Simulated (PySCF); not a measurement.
CH5FGe.
Numbering: `[CH3:1][GeH2:2][F:3]` (hydrogens: H4, H5, H6 on C1; H7, H8 on Ge2)

Method used: core-valence-separated Tamm–Dancoff BHandHLYP/aug-pcX-1 (pcseg-1 on H, def2-SVPD on Ge) in PySCF, non-relativistic, gas phase, PBE0-D3(BJ)/def2-SVP geometry.

Computed carbon K-edge spectrum, Gaussian lines of 0.4 eV full width, highest printed point 100; it ends one width below the last computed root. No empirical shift is added; at this level the pattern usually sits a few eV under experiment.

```json
{"photon energy (eV)": "285.4", "absorption": "2"}
{"photon energy (eV)": "285.5", "absorption": "3"}
{"photon energy (eV)": "285.6", "absorption": "9"}
{"photon energy (eV)": "285.7", "absorption": "23"}
{"photon energy (eV)": "285.8", "absorption": "46"}
{"photon energy (eV)": "285.9", "absorption": "71"}
{"photon energy (eV)": "286.0", "absorption": "82"}
{"photon energy (eV)": "286.1", "absorption": "78"}
{"photon energy (eV)": "286.2", "absorption": "75"}
{"photon energy (eV)": "286.3", "absorption": "85"}
{"photon energy (eV)": "286.4", "absorption": "100"}
{"photon energy (eV)": "286.5", "absorption": "97"}
{"photon energy (eV)": "286.6", "absorption": "70"}
{"photon energy (eV)": "286.7", "absorption": "38"}
{"photon energy (eV)": "286.8", "absorption": "16"}
{"photon energy (eV)": "286.9", "absorption": "7"}
{"photon energy (eV)": "287.0", "absorption": "8"}
{"photon energy (eV)": "287.1", "absorption": "12"}
{"photon energy (eV)": "287.2", "absorption": "14"}
{"photon energy (eV)": "287.3", "absorption": "12"}
{"photon energy (eV)": "287.4", "absorption": "7"}
{"photon energy (eV)": "287.5", "absorption": "3"}
```

Question: Assign the maxima to core holes.

Answer: 3 maxima:
- 286.0 eV: C1 (sp3 carbon bound to germanium), 286.01 eV, f = 0.039, 79 % of the height at the exact maximum; C1 (sp3 carbon bound to germanium), 285.87 eV, f = 0.011, 16 % of the height at the exact maximum
- 286.4 eV: C1 (sp3 carbon bound to germanium), 286.41 eV, f = 0.034, 55 % of the height at the exact maximum; C1 (sp3 carbon bound to germanium), 286.51 eV, f = 0.028, 42 % of the height at the exact maximum
- 287.2 eV: C1 (sp3 carbon bound to germanium), 287.20 eV, f = 0.008, 100 % of the height at the exact maximum

Roots within 0.03 eV on the same or equivalent atoms count as one line; shares under 12 % aren't listed.

Vibrational structure and lifetime widths aren't in the curve. The ionisation threshold wasn't computed; near and above it a finite basis only mimics Rydberg series and continuum. The BHandHLYP/aug-pcX-1 (pcseg-1 on H, def2-SVPD on Ge) calculation is non-relativistic and has no spin–orbit coupling, an omission that weighs most on germanium.
